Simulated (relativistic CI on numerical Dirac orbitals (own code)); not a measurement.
## Slater and spin-orbit integrals, Tl79+

These numbers are calculated, not measured: Dirac-Coulomb-Breit CI, orbitals from a KLI potential per configuration, QED by a radiative potential, unscaled Slater integrals (own radial code, finite nucleus).

Slater integrals F^k, G^k are unscaled and averaged over j, outside the closed core (none); ζ comes from projecting the Hamiltonian with its Breit term on Σ l·s of the shell.

- 1s.2s: G^0(1s,2s) = 568860 cm⁻¹; <r>(1s) = 0.01616, <r^2>(1s) = 0.0003614, <r>(2s) = 0.06452, <r^2>(2s) = 0.00497 (bohr units).
- 1s.2p: G^1(1s,2p) = 846570, ζ(2p) = 1.285e+07 cm⁻¹; <r>(1s) = 0.01616, <r^2>(1s) = 0.0003613, <r>(2p) = 0.05754, <r^2>(2p) = 0.00405 (bohr units).
- 1s.3s: G^0(1s,3s) = 146630 cm⁻¹; <r>(1s) = 0.01615, <r^2>(1s) = 0.0003608, <r>(3s) = 0.1508, <r^2>(3s) = 0.0261 (bohr units).

Averages of the first 10 configurations, taken without configuration mixing, which lowers the lowest level and can move excited configurations by several eV; other configurations of the list can lie among them:

| Configuration | Parity | States | Average energy above the lowest level (eV) |
| --- | --- | --- | --- |
| 1s2 | even | 1 | 0.7 |
| 1s.2s | even | 4 | 72019.3 |
| 1s.2p | odd | 12 | 73711.9 |
| 1s.3s | even | 4 | 86070.9 |
| 1s.3p | odd | 12 | 86572.2 |
| 1s.3d | even | 20 | 86932.3 |
| 1s.4s | even | 4 | 90873.7 |
| 1s.4p | odd | 12 | 91082.8 |
| 1s.4d | even | 20 | 91234.3 |
| 1s.4f | odd | 28 | 91290.1 |
